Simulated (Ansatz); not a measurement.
Z-matrix (Å, degrees):
```
C
Se 1 1.963
H 1 1.087 2 110.6
H 1 1.088 2 107.8 3 120.5
H 1 1.088 2 107.7 3 -120.5
Al 2 2.292 1 101.6 3 -0.7
Br 6 2.261 2 119.5 1 0.1
H 6 1.572 2 120.7 1 -180.0
```

The species carries charge 0 and has multiplicity 1.

Problem. List the PBE0/def2-TZVPP orbital energies in eV (the Gaussian-basis code of Ansatz). (Estimate.)

Solution. The calculation gave: Occupied: -13150.04, -12361.51, -1704.95, -1584.31, -1535.48, -1535.44, -1535.44, -1528.93, -1421.34, -1421.30, -1421.28, -279.13, -238.77, -214.72, -179.08, -178.98, -178.95, -158.30, -158.17, -158.09, -114.74, -74.82, -74.71, -74.64, -72.59, -72.56, -72.54, -72.46, -72.46, -58.28, -58.25, -58.18, -58.08, -58.07, -21.52, -21.16, -17.71, -12.53, -12.20, -11.68, -10.27, -9.42, -8.92, -8.78, -8.11, -7.11. Lowest empty: -1.27, -0.66, -0.02, 1.24, 1.95, 2.60, 2.68, 2.87.
